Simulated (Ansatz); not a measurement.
The cluster Si₃Au₂⁻, 5 atoms. Hardware: 4 threads of Intel Xeon 6975P-C on a shared host.

In the def2 sets Au takes a core potential; there is no spin–orbit coupling. Correlated methods freeze 15 core orbitals; core or outer-core shells of Au are correlated, in sets that lack core-valence functions.

(1) How many basis functions does each of these Ansatz runs have, and roughly what does it cost? r2SCAN-D4/def2-SVPD, charge -1 doublet, relaxation, 20 steps; PBE0-D4/def2-SVP, charge -1 doublet, energy with a search over starts; MP2/def2-TZVPD, charge -1 doublet, energy, from earlier orbitals; HSE06-D4/def2-TZVPD, charge -1 doublet, energy, from earlier orbitals; PBE-D4/def2-TZVPD, charge -1 doublet, energy and forces, from earlier orbitals; PBE0-D4/def2-TZVPD, charge -1 doublet, energy, from earlier orbitals; r2SCANh-D4/def2-TZVPD, charge -1 doublet, energy, from earlier orbitals; B3LYP-D4/def2-TZVPD, charge -1 doublet, energy, from earlier orbitals; CCSD(T)/def2-SVPD, charge -1 doublet, energy, from earlier orbitals; r2SCAN-D4/def2-TZVPD, charge -1 doublet, energy, from earlier orbitals.

## Answers

(1) Other jobs shared the machine, so times can vary by a factor of up to 3. A dash marks memory too small to be measured apart from the calling script's.

```tsv
run	functions	fitting or Cholesky vectors	wall time	peak host memory (GiB)
PBE-D4/def2-TZVPD, charge -1 doublet, energy and forces, from earlier orbitals	215	1561	5 s	–
PBE0-D4/def2-SVP, charge -1 doublet, energy with a search over starts	118	1150	5.5 s	–
PBE0-D4/def2-TZVPD, charge -1 doublet, energy, from earlier orbitals	215	1710	7.5 s	1
MP2/def2-TZVPD, charge -1 doublet, energy, from earlier orbitals	215	1536	8.5 s	0.84
HSE06-D4/def2-TZVPD, charge -1 doublet, energy, from earlier orbitals	215	1710	9 s	1.1
B3LYP-D4/def2-TZVPD, charge -1 doublet, energy, from earlier orbitals	215	1667	9.5 s	1
r2SCAN-D4/def2-TZVPD, charge -1 doublet, energy, from earlier orbitals	215	1561	10 s	–
r2SCANh-D4/def2-TZVPD, charge -1 doublet, energy, from earlier orbitals	215	1561	12 s	1.1
r2SCAN-D4/def2-SVPD, charge -1 doublet, relaxation, 20 steps	142	1338	66 s	–
CCSD(T)/def2-SVPD, charge -1 doublet, energy, from earlier orbitals	142	1344	78 s	3.5
```
